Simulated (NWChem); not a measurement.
CH₂NO, doublet; SMILES O=[C]N

```xyz
5

N      0.0956     1.0881     0.0000
C     -0.4139    -0.1573     0.0000
O      0.1597    -1.2142     0.0000
H      1.1000     1.2522     0.0000
H     -0.5185     1.8868     0.0000
```
Atoms are numbered in this order, from 1.

Level: B3LYP/6-31G* (spherical d), spin-unrestricted (NWChem), optimised geometry, unscaled harmonic frequencies. In the optimisation the excess spin sits in a' (Cs, its own frame).

```tsv
frequency (cm⁻¹)	IR intensity (km/mol)
211	265.8
523	6.1
642	1.5
1101	1.5
1246	47.1
1635	55.7
1874	277.2
3488	2.6
3705	56.3
```

- zero-point energy = 20.6 kcal/mol
- thermal correction to the enthalpy at 298.15 K (with zero-point energy) = 23.6 kcal/mol
- heat capacity Cv = 10.4 cal/(mol K)
- entropy at 298.15 K and 1 atm (symmetry number 1, electronic part: spin degeneracy alone) = 62.4 cal/(mol K)
- dipole moment = 3.62 D

Rigid rotor and harmonic oscillator.
